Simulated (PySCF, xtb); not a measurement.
CH7ClOSi2, SMILES [SiH3]CO[SiH2]Cl.

GFN2-xTB run with xtb at its own geometry gives an orbital gap of 5.46 eV and a dipole moment of 2.19 D.

Coordinates come from a PBE-D3(BJ)/def2-SVP optimisation. This is a generated structure with no PubChem entry under its InChIKey; it may be hypothetical. Other conformers were not sampled.

What does PySCF with PBE/def2-TZVP give? (The exact figures need the calculation; the answer reports its results.)

gap 5.83 eV (levels -6.61 and -0.78 eV), dipole 0.80 D.
